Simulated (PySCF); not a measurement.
Computed IR spectrum (relative IR intensity) of a molecule CH6ClFSi2. Geometry optimised at PBE-D3(BJ)/def2-SVP. One conformer was computed; it need not be the lowest. Level of theory: PySCF with PBE-D3(BJ)/def2-SVP. Frequencies are harmonic and unscaled.

Lines under 2 % of the strongest are left out, and lines within 2 cm⁻¹ are merged.

| ν (cm⁻¹) | relative intensity |
|---|---|
| 226 | 9.9 |
| 236 | 6.3 |
| 402 | 6.2 |
| 484 | 14 |
| 490 | 8.3 |
| 541 | 47 |
| 704 | 24 |
| 758 | 33 |
| 765 | 100 |
| 835 | 58 |
| 873 | 26 |
| 897 | 28 |
| 902 | 41 |
| 1216 | 15 |
| 1372 | 6.0 |
| 2154 | 28 |
| 2168 | 43 |
| 2180 | 38 |

### Question
Which structure fits?
A. C[Si@@H](Cl)[SiH2]F
B. C[Si@@](F)([SiH3])Cl
C. F[Si@H](Cl)C[SiH3]
D. C[SiH2][Si@@H](F)Cl

### Answer
B, C[Si@@](F)([SiH3])Cl
